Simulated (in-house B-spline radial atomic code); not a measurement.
Radial electron density of Al⁸⁺, [He] 2s1 2p1 3d1. Level of theory: Dirac-Hartree-Fock, average of configuration, Fermi nucleus of rms radius 3.061 fm; calculated with an all-electron radial atomic-structure program (B-spline basis).

Columns: r (bohr), 4πr²n(r) (electrons per bohr), bar.

```
 0.00495   0.3849 #
 0.00585   0.5244 ##
 0.00691   0.7107 ##
 0.00817   0.9601 ###
 0.00965    1.287 ####
  0.0114    1.714 #####
  0.0135    2.272 #######
  0.0159    2.958 #########
  0.0188     3.83 ############
  0.0222    4.883 ###############
  0.0263    6.154 ###################
   0.031    7.561 ########################
  0.0367    9.132 ############################
  0.0433    10.71 #################################
  0.0512     12.2 ######################################
  0.0605    13.39 ##########################################
  0.0715    14.09 ############################################
  0.0845    14.11 ############################################
  0.0998    13.34 ##########################################
   0.118    11.82 #####################################
   0.139    9.813 ###############################
   0.165     7.57 ########################
   0.195    5.698 ##################
    0.23    4.495 ##############
   0.272    4.033 #############
   0.321    4.127 #############
   0.379    4.371 ##############
   0.448    4.367 ##############
    0.53    3.924 ############
   0.626    3.154 ##########
    0.74    2.325 #######
   0.874    1.672 #####
    1.03    1.231 ####
    1.22   0.8871 ###
    1.44   0.5791 ##
     1.7   0.3099 #
    2.01   0.1254 
    2.38  0.03574 
    2.81 0.006967 
    3.32 0.0008396 
    3.93 5.578e-05
```

On this grid the curve has 2 maxima, near 0.0845, 0.379 bohr.

The 3d3/2 radial function P(r) = rR(r), positive near the nucleus, with its small component Q(r) (sign convention: Q ≈ (P' + κP/r)/2c):

```json
{"r (bohr)": "0.0367", "P": "0.001269", "Q": "0.0006048"}
{"r (bohr)": "0.0512", "P": "0.003235", "Q": "0.001096"}
{"r (bohr)": "0.0715", "P": "0.0081", "Q": "0.001939"}
{"r (bohr)": "0.0998", "P": "0.01969", "Q": "0.003311"}
{"r (bohr)": "0.139", "P": "0.04583", "Q": "0.005379"}
{"r (bohr)": "0.195", "P": "0.103", "Q": "0.008273"}
{"r (bohr)": "0.272", "P": "0.2128", "Q": "0.01155"}
{"r (bohr)": "0.379", "P": "0.3987", "Q": "0.01426"}
{"r (bohr)": "0.53", "P": "0.6594", "Q": "0.0148"}
{"r (bohr)": "0.74", "P": "0.9103", "Q": "0.01184"}
{"r (bohr)": "1.03", "P": "0.9831", "Q": "0.006192"}
{"r (bohr)": "1.44", "P": "0.7519", "Q": "0.001049"}
{"r (bohr)": "2.01", "P": "0.3538", "Q": "-0.0007508"}
{"r (bohr)": "2.81", "P": "0.08339", "Q": "-0.000389"}
{"r (bohr)": "3.93", "P": "0.007459", "Q": "-4.84e-05"}
```
